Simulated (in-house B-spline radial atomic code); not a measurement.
# Binding energies in F+

NIST's tabulated ground configuration is [He] 2s2 2p4; each binding energy is the energy of the ion with one electron taken from that subshell, relaxed, less that of the parent. Computed with an all-electron radial atomic-structure program (B-spline basis): Dirac-Hartree-Fock, average of configuration, Fermi nucleus of rms radius 2.8976 fm. Energies include first-order Breit, QED and recoil terms.

```tsv
subshell	X-ray name	binding energy (eV)	-ε (eV)	relaxation (eV)
1s	K	722.5	739.7	16.8
2s	L1	57.95	59.97	2.01
2p	L2,3	36.55	38.69	2.14
```

Relaxation = -ε minus the binding energy without Breit, QED and recoil terms.

(1) What does it cost to remove both a 1s and a 2p electron?

(2) What does it cost to remove two 2s electrons?

(3) What does it cost to remove both a 2s and a 2p electron?

## Answers

(1) 788.53 eV, which is 29.46 eV more than the two single binding energies together.

(2) 139.08 eV, which is 23.19 eV more than the two single binding energies together.

(3) 114.95 eV, which is 20.46 eV more than the two single binding energies together.
